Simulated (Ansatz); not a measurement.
Ligand exchange: C3H10BN + NaOH → C3H9BO + NaNH2

Species: C3H10BN `CC(C)BN`, singlet; NaOH `[OH][Na]`, singlet; C3H9BO `CC(C)BO`, singlet; NaNH2 `[NH2][Na]`, singlet. The partners trade NH2 for OH: B–NH2 and Na–OH bonds give way to B–OH and Na–NH2.

Shapes, held fixed at every level: PBE0-D4/def2-TZVP. Flexible molecules stand in one conformer, not always the lowest. Programs: Ansatz 0.2.0. The zero-point and thermal change to 298 K, harmonic and unscaled (PBE0-D4/def2-TZVP), is -4.4 kJ/mol.

Task: Estimate ΔH(298 K) of this reaction.

Result: The highest level, CCSD(T)/def2-TZVPP, gives ΔH(298 K) = +63.1 kJ/mol; the levels span +63.1 to +67.2. The column of differences is taken from that level and isn't an error. No measured value is set beside it here. Correlated rows may include outer-core shells of Na, which these sets cover unevenly. Times are processor times on shared x86 and Arm servers, and rough.

```tsv
level	kind	ΔH(298 K) (kJ/mol)	less CCSD(T)/def2-TZVPP	CPU time (sum over the molecules)
HF/def2-TZVPP	Hartree–Fock	+64.7	+1.6	–
SPW92/def2-TZVPP	LDA	+64.0	+0.9	15 s
wB97M-V/def2-TZVPP	range-separated hybrid	+63.6	+0.5	2.2 min
wB97X-V/def2-TZVPP	range-separated hybrid	+66.5	+3.4	86 s
B2PLYP/def2-TZVPP	double hybrid	+64.5	+1.4	68 s
MP2/def2-TZVPP	perturbation theory	+67.2	+4.1	–
CCSD(T)/def2-SVP	coupled cluster or CI	+64.4	+1.3	78 s
CCSD(T)/def2-TZVPP	coupled cluster or CI	+63.1	0.0	50 min
```
